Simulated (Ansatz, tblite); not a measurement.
Cost and result up the ladder for [MoO3Cl]- (MoClO3⁻) (5 atoms). Total charge -1; singlet. Geometry: r2SCAN-D4/def2-SVPD.

```xyz
5

Mo   -0.033    0.122   -0.027
O    -0.506    0.923    1.427
O     1.318    0.941   -0.724
O    -1.350    0.127   -1.143
Cl    0.571   -2.114    0.467
```

Ansatz on 4 threads of Arm Neoverse V1 on a shared host; xTB runs through tblite on one thread. Times are rough, summed over both states, and most runs start from the orbitals of an earlier one. No level here is sound enough to serve as a yardstick. The other state is a triplet.

In the def2 sets Mo takes a core potential; there is no spin–orbit coupling. The xTB rows come from tblite. HOMO above LUMO, or a gap near zero within one spin, warns that the state may not be the lowest or that an electron is smeared out.

xTB has no spin-polarisation term.

| level | functions | wall time | vertical triplet (eV) | remarks |
| --- | --- | --- | --- | --- |
| GFN1-xTB | 30 | 0.008 s | 5.40 | – |
| GFN2-xTB | 30 | 0.009 s | 4.43 | – |
| PBE-D4/def2-TZVPD (with forces) | 206 | 14 s | 4.31 | HOMO above zero (triplet), gap within one spin near zero (triplet) |
| r2SCAN-D4/def2-TZVPD | 206 | 33 s | 4.31 | HOMO above zero (triplet) |
